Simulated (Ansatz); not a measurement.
Mg3Cl4⁺. The state is a doublet with charge 1. Geometry PBE0-D4/def2-SVP, basis def2-TZVP, Ansatz.

```xyz
7

Mg   -0.2761    1.4412   -1.0990
Mg   -1.2655   -0.1539    1.3168
Mg    2.1438   -1.7806   -0.2974
Cl   -0.2743    2.0033    1.2102
Cl   -2.2025    0.0713   -0.8551
Cl    0.2828   -1.8457    1.4604
Cl    1.5919    0.2644   -1.7359
```

```tsv
run	HOMO (eV)	LUMO (eV)
A	-8.61	-6.84
B	-8.76	-6.15
C	-8.72	-6.48
D	-8.36	-6.44
E	-8.11	-6.63
F	-8.15	-7.25
```

B3LYP takes the VWN-RPA correlation. The structure comes from a short search, and lower isomers may exist.

HOMO and LUMO are taken over both spins.

Task: The runs used B3LYP, PBE, PBE0, r2SCAN, r2SCAN0, r2SCANh. Estimate which is which.

Result: A B3LYP (20 % exact exchange); B r2SCAN0 (25 % exact exchange); C PBE0 (25 % exact exchange); D r2SCANh (10 % exact exchange); E r2SCAN (0 % exact exchange); F PBE (0 % exact exchange). Exact exchange lowers occupied and raises empty levels; among semilocal functionals meta-GGAs tend to open the gap a little, and such runs are hard to tell apart. The gap grows from 0.89 eV (PBE) to 2.60 eV (r2SCAN0).
